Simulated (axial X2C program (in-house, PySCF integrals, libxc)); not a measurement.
# Nuclear properties of TiO

Computed with an axial X2C code built on PySCF integrals: two-component X2C with atomic mean-field Coulomb and Gaunt terms, Gaussian nuclei, basis Ti dyall-cv3z, O dyall-av3z with contracted cores.

R = 1.599 Å (near the PBE0 minimum at charge 0 of the determinant lowest at the starting distance; the state shown can have its own minimum elsewhere).

Determinant lowest in the PBE0 search, Ω = 1 (⟨Sz⟩ = -1.00, ⟨Lz⟩ = 2.00 at PBE0), spin on the atoms Ti -1.06, O 0.06:

| level | Eeff magnitude (GV/cm) | Ws magnitude Ti (kHz) | A∥/gI Ti (MHz) | qzz Ti (a.u.) | A∥/gI O (MHz) | qzz O (a.u.) | μ (D) |
| --- | --- | --- | --- | --- | --- | --- | --- |
| PBE0 | 0.442 | 0.166 | -396 | -0.75 | -5.48 | -0.28 | -3.59 |
| HF | 0.727 | 0.273 | -166 | -0.59 | 36.9 | -0.22 | -4.05 |
| LDA | 0.363 | 0.137 | -500 | -0.88 | -12.7 | -0.35 | -3.33 |
| B3LYP | 0.428 | 0.161 | -459 | -0.78 | -7.53 | -0.29 | -3.66 |
| BHandHLYP | 0.516 | 0.194 | -407 | -0.66 | -0.767 | -0.26 | -4.03 |

Determinant 0.03 eV from it at PBE0 and this distance, Ω = 3 (⟨Sz⟩ = 1.00, ⟨Lz⟩ = 2.00 at PBE0), spin on the atoms Ti 1.06, O -0.06:

```json
{"level": "PBE0", "Eeff magnitude (GV/cm)": "0.441", "Ws magnitude Ti (kHz)": "0.0553", "A∥/gI Ti (MHz)": "362", "qzz Ti (a.u.)": "-0.75", "A∥/gI O (MHz)": "3.03", "qzz O (a.u.)": "-0.28", "μ (D)": "-3.59"}
{"level": "HF", "Eeff magnitude (GV/cm)": "0.725", "Ws magnitude Ti (kHz)": "0.0907", "A∥/gI Ti (MHz)": "289", "qzz Ti (a.u.)": "-0.59", "A∥/gI O (MHz)": "-19.8", "qzz O (a.u.)": "-0.22", "μ (D)": "-4.05"}
{"level": "LDA", "Eeff magnitude (GV/cm)": "0.363", "Ws magnitude Ti (kHz)": "0.0457", "A∥/gI Ti (MHz)": "395", "qzz Ti (a.u.)": "-0.88", "A∥/gI O (MHz)": "8.06", "qzz O (a.u.)": "-0.35", "μ (D)": "-3.33"}
{"level": "B3LYP", "Eeff magnitude (GV/cm)": "0.426", "Ws magnitude Ti (kHz)": "0.0536", "A∥/gI Ti (MHz)": "384", "qzz Ti (a.u.)": "-0.78", "A∥/gI O (MHz)": "4.28", "qzz O (a.u.)": "-0.29", "μ (D)": "-3.66"}
{"level": "BHandHLYP", "Eeff magnitude (GV/cm)": "0.515", "Ws magnitude Ti (kHz)": "0.0646", "A∥/gI Ti (MHz)": "371", "qzz Ti (a.u.)": "-0.67", "A∥/gI O (MHz)": "-1.29", "qzz O (a.u.)": "-0.26", "μ (D)": "-4.03"}
```

Eeff is the effective electric field on the electron electric dipole moment in this Ω state and Ws the scalar–pseudoscalar constant of the nucleus named (defined with the proton number Z and per Ω); A∥ (defined per Ω) follows by multiplying with gI = μI/(I μN); qzz is the electric field gradient, eQq0 = 234.96 MHz × Q/barn × qzz; μ is positive if the O end (last atom) is positive. The operators were transformed with the bare-nucleus X2C matrices; with these basis sets, hyperfine constants and field gradients can be off by tens of per cent, and where levels differ in sign neither size nor sign is settled.

Task: With Q(47Ti) = 0.302 barn, Q(17O) = -0.02558 barn (Q from Pyykkö, Mol. Phys. 2018), turn the PBE0 values of the first state into constants in MHz.

Result: eQq0(47Ti) = 234.96 × (0.302) × (-0.75) = -53.2 MHz; eQq0(17O) = 234.96 × (-0.02558) × (-0.28) = 1.68 MHz.

Each state is one determinant with collinear spin, which with several unpaired electrons need not be a pure state. Unrestricted Hartree–Fock can overshoot spin polarisation at the nuclei. With several open shells hyperfine constants can be off by a factor of several. Where Eeff spreads by more than a factor of two the levels disagree and none is to be relied on. Open-shell Ω = 0 determinants with evenly filled partner blocks cannot be reached by this program, so the Ω shown need not be the lowest component. States lie within half an eV, so the first need not be the ground state. Further determinants of the search, some of them spin-mixed, are not shown. Where a field gradient or hyperfine factor spreads by more than a factor of two over the levels, a constant derived from it is not to be relied on. PBE0 term energies can be off by some tenths of an eV.
